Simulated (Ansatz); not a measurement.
Consider the redistribution: `C[Si](N)(N)[SiH3]` + `CC1B[SiH2]1` → `[SiH3]C1B[SiH2]1` + `C[Si](C)(N)N`.

Gas-phase electronic energies from Ansatz, PBE0-D4/def2-TZVP geometries. CCSD(T)/CBS is the MP2 limit (def2-TZVPP, def2-QZVPP) plus CCSD(T) − MP2 in def2-TZVPP, frozen cores. DFT in def2-TZVPP. One conformer a species, not always the lowest.

| level | ΔE (kJ/mol) |
| --- | --- |
| PBE-D4 | -57.5 |
| ωB97X-V | -82.2 |
| PBE | -55.6 |
| PBE0 | -68.6 |
| HF/def2-TZVPP | -93.3 |
| SCS-MP2/def2-TZVPP | -84.0 |
| HF/def2-QZVPP | -94.1 |
| CCSD/CBS(def2) | -85.4 |

Q: What does CCSD(T)/CBS give? (Estimate.)

A: Ansatz gave: -81.5 kJ/mol. The listed levels differ from it by 24.0, -0.7, 25.9, 12.9, -11.8, -2.5, -12.6, -3.9 kJ/mol.

Largest T1 diagnostic among the species: 0.014.

The D4 term adds −3.2 kJ/mol with B3LYP and −1.4 kJ/mol with PBE0; it sums over pairs of atoms, weighted by their polarisabilities, and B3LYP, whose exchange is more repulsive, gets the larger term. In def2-TZVPP, CCSD(T) changes the Hartree–Fock value by +14.6 kJ/mol (the triples alone add +3.9 kJ/mol) and MP2 by +6.9 kJ/mol.

B3LYP here is the variant with VWN-RPA as its local correlation; programs differ in this.
